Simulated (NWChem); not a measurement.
System: CH₃ClO₂Si; SMILES O=CO[SiH2]Cl

```xyz
8

O      1.1113    -1.7602     0.4663
C      0.2377    -1.8997    -0.3376
O     -0.7413    -1.0142    -0.5554
Si    -0.8631     0.4187     0.3583
Cl     0.6191     1.7307    -0.1780
H      0.1255    -2.7798    -1.0043
H     -0.7813     0.1152     1.8047
H     -2.1716     0.9737    -0.0516
```
Atoms are numbered in this order, from 1.

All runs use the structure optimised with PBE0/def2-SVP.

Q: List the 4 lowest vertical singlet excitations from B3LYP/6-31+G* (spherical d), TDA (NWChem).

A: 
```json
[
 {"state": "S1", "energy (eV)": "5.71", "oscillator strength": "0.002", "leading excitation (squared amplitude)": "HOMO → LUMO (0.90)"},
 {"state": "S2", "energy (eV)": "7.08", "oscillator strength": "0.004", "leading excitation (squared amplitude)": "HOMO−1 → LUMO (0.93)"},
 {"state": "S3", "energy (eV)": "7.26", "oscillator strength": "0.001", "leading excitation (squared amplitude)": "HOMO → LUMO+1 (0.72)"},
 {"state": "S4", "energy (eV)": "7.44", "oscillator strength": "0.013", "leading excitation (squared amplitude)": "HOMO−2 → LUMO (0.71)"}
]
```
